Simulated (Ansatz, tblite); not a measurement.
Adding an electron: the cluster K₂I⁺. Charge 1, multiplicity 1. Geometry: r2SCAN-D4/def2-TZVP. Ansatz, gas phase; energy differences of separate SCF runs; the reduced species was run as a doublet alone.

```xyz
3

K     2.572    1.796    0.737
K    -2.571   -1.797   -0.736
I    -0.001    0.001    0.000
```

In the def2 sets I takes a core potential; there is no spin–orbit coupling. The xTB rows come from tblite. The structure comes from a short search, and lower isomers may exist.

| level | −HOMO (eV) | −LUMO (eV) | vertical EA (eV) | HOMO–LUMO gap (eV) |
| --- | --- | --- | --- | --- |
| GFN1-xTB | 12.99 | 9.23 | 7.56 | 3.75 |
| GFN2-xTB | 13.73 | 11.78 | 8.56 | 1.95 |
| PBE-D4/def2-TZVP | 8.34 | 4.62 | 3.45 | 3.73 |
| r2SCAN-D4/def2-TZVP | 8.56 | 3.75 | 3.18 | 4.81 |
| PBE0-D4/def2-TZVP | 9.39 | 4.03 | 3.26 | 5.36 |

  Raw xTB energy differences between charge states are shifted by several eV; the methods need an empirical correction for them.
